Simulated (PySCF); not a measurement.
Species: C₇H₁₀S.
SMILES with atom numbers: `[CH2:1]=[CH:2]/[CH:3]=[C:4](/[CH3:5])[C:6]([CH3:7])=[S:8]` (hydrogens: H9, H10 on C1; H11 on C2; H12 on C3; H13, H14, H15 on C5; H16, H17, H18 on C7)

Structure used (GFN2-xTB), in Å, numbered top down from 1:
```
atom  x, y, z in Å
C1     3.416    0.148   -0.023
C2     2.171   -0.326   -0.114
C3     1.033    0.525    0.065
C4    -0.301    0.249    0.039
C5    -1.240    1.405    0.277
C6    -0.920   -1.033   -0.187
C7    -2.415   -1.113   -0.146
S8    -0.119   -2.439   -0.493
H9     4.274   -0.486   -0.157
H10    3.616    1.187    0.191
H11    2.008   -1.369   -0.328
H12    1.297    1.560    0.259
H13   -0.684    2.329    0.417
H14   -1.913    1.539   -0.567
H15   -1.846    1.235    1.166
H16   -2.860   -0.474   -0.909
H17   -2.731   -2.138   -0.323
H18   -2.795   -0.791    0.823
```

Vertical excitations from PySCF (density fitting, frozen core in the response, grid level 2 and gas phase unless stated; continuum runs use non-equilibrium linear response for the excitations) on a GFN2-xTB geometry. Reference run:

| settings | S1, eV (f) | S2, eV (f) | S3, eV (f) | S4, eV (f) | S5, eV (f) | S6, eV (f) | T1, eV (Tamm–Dancoff) | mean α (au) |
| --- | --- | --- | --- | --- | --- | --- | --- | --- |
| CAM-B3LYP/def2-SVPD, full TDDFT, 8 singlets | 1.92 (0.000) | 3.66 (0.318) | 5.31 (0.134) | 5.34 (0.004) | 5.69 (0.003) | 5.98 (0.039) | 1.55 | 119.1 |

Question: What do these settings give: (1) BHandHLYP/STO-3G, fitting basis def2-universal-jkfit, TDA, 6 singlets; (2) mPW1PW91/def2-SVPD, full TDDFT, 6 singlets?

Answer: 
```csv
settings,"S1, eV (f)","S2, eV (f)","S3, eV (f)","S4, eV (f)","S5, eV (f)","S6, eV (f)","T1, eV (Tamm–Dancoff)",mean α (au)
"BHandHLYP/STO-3G, fitting basis def2-universal-jkfit, TDA, 6 singlets",1.77 (0.000),5.55 (0.778),5.96 (0.000),6.41 (0.012),6.50 (0.035),8.21 (0.001),1.13,57.5
"mPW1PW91/def2-SVPD, full TDDFT, 6 singlets",1.79 (0.000),3.60 (0.313),4.71 (0.000),4.92 (0.062),5.47 (0.002),5.67 (0.011),–,119.9
```

(1) S1 moves by -0.15 eV; functional, basis and response scheme change together, so the shift can't be laid on one. (2) S1 moves by -0.13 eV (mPW1PW91 has 25 % exact exchange, CAM-B3LYP range-separated exact exchange). States are counted by energy in each run and needn't keep their character from row to row.

Question: Which orbital pairs make up S1 in each run, and how does it sit against the orbital gap?

Answer: 
```
                                                             settings  S1 configurations (weight)  S1 (eV)  orbital gap (eV)  S1 − gap (eV)
                          CAM-B3LYP/def2-SVPD, full TDDFT, 8 singlets                    H→L 0.96     1.92              5.62          -3.70
BHandHLYP/STO-3G, fitting basis def2-universal-jkfit, TDA, 6 singlets                    H→L 0.94     1.77              5.44          -3.67
                           mPW1PW91/def2-SVPD, full TDDFT, 6 singlets                    H→L 0.99     1.79              3.27          -1.48
```

One conformer stands for the species.
